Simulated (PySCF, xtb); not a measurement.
C₆H₁₅O, SMILES CC(C)CC(C)[OH2+], charge +1.

The structure is a stationary point at PBE-D3(BJ)/def2-SVP. The isomer is the one that the SMILES or the coordinates give; other isomers of the formula were not compared. Other conformers were not sampled.

These are IEF-PCM-PBE0/def2-SVP in PySCF values and carry that method's errors.

The values are the electrostatic part of the solvation free energy, E(continuum) − E(gas) at the gas-phase geometry, in a cavity of scaled van der Waals radii (PySCF's table); cavitation and dispersion terms are not included. In vacuum the orbital gap is 8.74 eV.

```json
[
 {"solvent": "water", "ε": "78.36", "ΔG(elec) (kcal/mol)": "___", "gap (eV)": "___"},
 {"solvent": "1-octanol", "ε": "9.86", "ΔG(elec) (kcal/mol)": "-53.8", "gap (eV)": "9.55"},
 {"solvent": "N,N-dimethylformamide", "ε": "37.22", "ΔG(elec) (kcal/mol)": "-58.7", "gap (eV)": "9.65"}
]
```

Some entries are withheld; supply them. (Estimate from the structure and the level; the computed values follow.)


- water, ΔG(elec) (kcal/mol): -59.7
- water, gap (eV): 9.67

For comparison, GFN2-xTB/ALPB(water) (xtb, at the GFN2-xTB geometry, all terms of that model) gives -64.9 kcal/mol.
